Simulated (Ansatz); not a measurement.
`[SeH][Ge]([SeH])([SeH])[SeH]`, relaxed with RKS PBE0-D4/def2-TZVP in Ansatz 0.2.0 from a PBE-D4/def2-SVP geometry. The force threshold is 0.005 eV/Å; the program also tests the step.

Charge 0, multiplicity 1.

Start:

```xyz
9

Se   -2.346    1.122    0.418
Ge   -0.130    0.355    0.010
Se    1.047    2.391   -0.356
Se   -0.202   -1.106   -1.872
Se    0.899   -0.763    1.847
H    -2.648   -0.071    1.250
H     2.026    1.713   -1.245
H     1.170   -1.610   -1.593
H     0.184   -2.031    1.541
```

```csv
step,energy (eV),largest force (eV/Å),largest move (Å)
1,-317947.7540,0.472,0.000
2,-317947.7825,0.100,0.045
3,-317947.7850,0.032,0.036
4,-317947.7859,0.005,0.015
5,-317947.7859,0.003,0.001
6,-317947.7859,0.008,0.005
7,-317947.7859,0.020,0.008
8,-317947.7860,0.012,0.006
9 (rejected),-317947.7859,0.009,0.011
10,-317947.7860,0.002,0.005
11,-317947.7860,0.004,0.006
```

End:

```xyz
9

Se   -2.324    1.100    0.432
Ge   -0.132    0.357    0.006
Se    1.040    2.363   -0.371
Se   -0.205   -1.090   -1.851
Se    0.892   -0.745    1.820
H    -2.628   -0.093    1.232
H     2.031    1.685   -1.217
H     1.156   -1.583   -1.592
H     0.170   -1.995    1.540
```

It took 64 s on 2 threads of an AMD EPYC 7R13 on a shared host and a share of an NVIDIA H100 80 GB, with 1.2 GiB of host memory at the peak.
